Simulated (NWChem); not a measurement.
All runs are NWChem calculations. System: O₄Os, charge 0, spin multiplicity 1, at a geometry optimised with PBE/def2-SVP with def2 effective core potentials on Os. The structure started from a generated list of species. Level: G0W0@PBE/def2-TZVP with def2 effective core potentials on Os, RI basis def2-tzvp-rifit, no spin-orbit coupling.

Job file:

```
start mol
memory heap 200 mb stack 700 mb global 1700 mb
geometry units angstroms nocenter noautoz
  Os     0.000000     0.000000     0.000000
  O      1.404782     0.000000    -0.993326
  O     -1.404782     0.000000    -0.993326
  O      0.000000     1.404782     0.993326
  O      0.000000    -1.404782     0.993326
  symmetry group C2v
end
basis spherical
  * library def2-tzvp
end
ecp
  Os library def2-ecp
end
basis "ri basis" bse spherical
  * library def2-tzvp-rifit
end
dft
  xc xpbe96 cpbe96
  iterations 100
  direct
  tolerances tight
end
task dft energy
gw
  method cdgw
  states alpha occ 4 vir 2
end
task dft gw
```

NWChem printed:

```
             Northwest Computational Chemistry Package (NWChem) 7.3.0
             --------------------------------------------------------

                                NWChem Input Module
                                -------------------

 Scaling coordinates for geometry "geometry" by  1.889725989
 (inverse scale =  0.529177249)

 Turning off AUTOSYM since
 SYMMETRY directive was detected!

                             Geometry "geometry" -> ""
                             -------------------------

 Output coordinates in angstroms (scale by  1.889725989 to convert to a.u.)

  No.       Tag          Charge          X              Y              Z
 ---- ---------------- ---------- -------------- -------------- --------------
    1 Os                  76.0000     0.00000000     0.00000000     0.00000000
    2 O                    8.0000     1.40478200     0.00000000    -0.99332600
    3 O                    8.0000    -1.40478200     0.00000000    -0.99332600
    4 O                    8.0000     0.00000000     1.40478200     0.99332600
    5 O                    8.0000     0.00000000    -1.40478200     0.99332600

 Effective nuclear repulsion energy (a.u.)     820.3419451544

            Nuclear Dipole moment (a.u.)
            ----------------------------
        X                 Y               Z
 ---------------- ---------------- ----------------
     0.0000000000     0.0000000000     0.0000000000

      Symmetry information
      --------------------

 Group name             C2v
 Group number             16
 Group order               4
 No. of unique centers     3

      Symmetry unique atoms

     1    2    4


 Summary of "ao basis" -> "" (spherical)
 ------------------------------------------------------------------------------
       Tag                 Description            Shells   Functions and Types
 ---------------- ------------------------------  ------  ---------------------
 *                         def2-tzvp                  on all atoms

 Summary of "ri basis" -> "" (spherical)
 ------------------------------------------------------------------------------
       Tag                 Description            Shells   Functions and Types
 ---------------- ------------------------------  ------  ---------------------
 *                      def2-tzvp-rifit               on all atoms

  pbe96 is a nonlocal functional; adding pw91lda local functional.

                                 NWChem DFT Module
                                 -----------------

 Summary of "ao basis" -> "ao basis" (spherical)
 ------------------------------------------------------------------------------
       Tag                 Description            Shells   Functions and Types
 ---------------- ------------------------------  ------  ---------------------
 Os                        def2-tzvp                14       40   6s4p3d1f
 O                         def2-tzvp                11       31   5s3p2d1f

 Summary of "ao basis" -> "ao basis" (spherical)
 ------------------------------------------------------------------------------
       Tag                 Description            Shells   Functions and Types
 ---------------- ------------------------------  ------  ---------------------
 Os                        def2-tzvp                14       40   6s4p3d1f
 O                         def2-tzvp                11       31   5s3p2d1f

      Symmetry analysis of basis
      --------------------------

        a1         60
        a2         24
[...]
              MO Center= -6.4D-16,  1.2D-13,  4.8D-01, r^2= 3.2D+00
   Bfn.  Coefficient  Atom+Function         Bfn.  Coefficient  Atom+Function
  ----- ------------  ---------------      ----- ------------  ---------------
   110      0.249047  4 O  pz               141     -0.249047  5 O  pz
   113      0.212826  4 O  pz               144     -0.212826  5 O  pz
    47      0.176096  2 O  py                78      0.176096  3 O  py
   109     -0.176097  4 O  py               140     -0.176097  5 O  py
    50      0.150485  2 O  py                81      0.150485  3 O  py

 Vector   25  Occ=0.000000D+00  E=-1.841723D-01  Symmetry=a1
              MO Center=  3.1D-15, -2.2D-14,  4.2D-07, r^2= 2.4D+00
   Bfn.  Coefficient  Atom+Function         Bfn.  Coefficient  Atom+Function
  ----- ------------  ---------------      ----- ------------  ---------------
    21      0.562606  1 Os d  0              26      0.283207  1 Os d  0
    48      0.166760  2 O  pz                79      0.166760  3 O  pz
   110     -0.166759  4 O  pz               141     -0.166759  5 O  pz
    51      0.138278  2 O  pz                82      0.138278  3 O  pz
   113     -0.138277  4 O  pz               144     -0.138277  5 O  pz

 Vector   26  Occ=0.000000D+00  E=-1.841719D-01  Symmetry=a2
              MO Center= -2.9D-14,  1.5D-14,  5.5D-06, r^2= 2.4D+00
   Bfn.  Coefficient  Atom+Function         Bfn.  Coefficient  Atom+Function
  ----- ------------  ---------------      ----- ------------  ---------------
    19      0.562607  1 Os d -2              24      0.283208  1 Os d -2
    47     -0.204236  2 O  py                78      0.204236  3 O  py
   108     -0.204238  4 O  px               139      0.204238  5 O  px
    50     -0.169353  2 O  py                81      0.169353  3 O  py
   111     -0.169355  4 O  px               142      0.169355  5 O  px

 Vector   27  Occ=0.000000D+00  E=-1.092138D-01  Symmetry=b1
              MO Center=  1.7D-10, -1.9D-14, -7.4D-02, r^2= 2.4D+00
   Bfn.  Coefficient  Atom+Function         Bfn.  Coefficient  Atom+Function
  ----- ------------  ---------------      ----- ------------  ---------------
    22      0.546043  1 Os d  1              32      0.303167  1 Os d  1
    45     -0.304626  2 O  s                 76      0.304626  3 O  s
    27      0.275335  1 Os d  1              52      0.240347  2 O  px
    83      0.240347  3 O  px                46      0.223229  2 O  px
    77      0.223229  3 O  px                10      0.201434  1 Os px

 center of mass
 --------------
 x =   0.00000000 y =   0.00000000 z =   0.00000000

 moments of inertia (a.u.)
 ------------------
         450.874006560836           0.000000000000           0.000000000000
           0.000000000000         450.874006560836           0.000000000000
           0.000000000000           0.000000000000         450.876220827064

     Multipole analysis of the density
     ---------------------------------

     L   x y z        total         alpha         beta         nuclear
     -   - - -        -----         -----         ----         -------
     0   0 0 0     -0.000000    -24.000000    -24.000000     48.000000

     1   1 0 0      0.000000      0.000000      0.000000      0.000000
     1   0 1 0     -0.000000     -0.000000     -0.000000      0.000000
     1   0 0 1      0.000058      0.000029      0.000029      0.000000

     2   2 0 0    -34.811646    -73.783286    -73.783286    112.754925
     2   1 1 0     -0.000000     -0.000000     -0.000000      0.000000
     2   1 0 1      0.000000      0.000000      0.000000      0.000000
     2   0 2 0    -34.811428    -73.783177    -73.783177    112.754925
     2   0 1 1      0.000000      0.000000      0.000000      0.000000
     2   0 0 2    -34.811506    -73.782662    -73.782662    112.753818

 Task  times  cpu:       11.2s     wall:       11.2s

                                NWChem Input Module
                                -------------------

                                 NWChem GW Module
                                 ----------------

                             ***********************
                             ***        GW       ***
                             ***********************

 Summary of "ri basis" -> "ri basis" (spherical)
 ------------------------------------------------------------------------------
       Tag                 Description            Shells   Functions and Types
 ---------------- ------------------------------  ------  ---------------------
 Os                     def2-tzvp-rifit             33      151   8s8p7d5f3g2h
 O                      def2-tzvp-rifit             22       76   8s6p4d3f1g

                 Memory Information
                 ------------------
          Available GA per process is          1699.8 MBs
          Available stack per process is        700.0 MBs
          Available heap per process is           0.0 MBs

          Peak memory in Initialization
              Peak GA per process is                 16.6 MBs
              Peak stack per process is               0.3 MBs
              Peak heap per process is               17.2 MBs
              Memory not in MA per process            0.0 MBs

          Peak memory in CDGW Calculation
              Peak GA per process is                 19.9 MBs
              Peak stack per process is               3.2 MBs
              Peak heap per process is                3.5 MBs
              Memory not in MA per process            0.0 MBs

          Computing 2-center integrals
          Computing Inverse Cholesky factor
          Computing 3-center integrals
          Computing Vxc

          Computing Sigma_x
          Computing W(iw) on the imaginary grid
          Solving quasiparticle equations

                  Alpha Orbitals
          State     Energy (eV)     Error (eV)
          -----------------------------------
@GW        21        -12.074           0.002
@GW        22        -11.450           0.002
@GW        23        -11.450           0.002
@GW        24        -11.449           0.002
@GW        25         -1.622           0.003
@GW        26         -1.622           0.002

     GW Timing Statistics
   ------------------------
   Init.   :          0.1s
     ERIs  :          1.7s
     Distr.:          0.0s
     Vxc   :          0.1s
   Vmo     :          0.0s
   iW      :          3.5s
   I_n     :          0.0s
   R_n     :          0.3s
   GW total:          5.8s

 Task  times  cpu:        5.8s     wall:        5.8s

 Total times  cpu:       17.0s     wall:       17.0s
```
